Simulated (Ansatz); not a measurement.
Se₆⁺, relaxed as a doublet with UKS PBE0-D4/def2-SVP in Ansatz, starting from the GFN2-xTB geometry. Force threshold 0.02 eV/Å.

Another isomer (doublet) lies 0.04 eV lower at PBE0-D4/def2-SVP; other spin states weren't run for this one.

Start:

```xyz
6

Se   -0.666   -0.691    2.001
Se    2.022   -0.654   -0.638
Se   -1.554    0.068   -1.584
Se    0.668    0.691   -1.999
Se    1.555   -0.065    1.581
Se   -2.024    0.651    0.639
```

| step | energy (eV) | largest force component (eV/Å) | SCF passes |
| --- | --- | --- | --- |
| 1 | -391998.7519 | 0.242 | 17 |
| 2 | -391998.7627 | 0.074 | 24 |
| 3 | -391998.7642 | 0.027 | 21 |
| 4 | -391998.7644 | 0.002 | 15 |

Force components are those of the run's own axes.

End:

Cartesian coordinates in Å:
```
Se -0.6612 -0.6876 1.9846
Se 2.0049 -0.6516 -0.6338
Se -1.5417 0.0655 -1.5710
Se 0.6627 0.6881 -1.9837
Se 1.5422 -0.0619 1.5697
Se -2.0070 0.6476 0.6342
```

By distances, no bond broke or formed. The bond that changes most is Se3–Se6, from 2.35 to 2.33 Å (atoms count from 1).

No frequencies were taken in this run, so the end may be a saddle point.

Hardware: 4 threads of Arm Neoverse V1 on a shared host. Wall time 51 s, peak host memory 1.3 GiB.
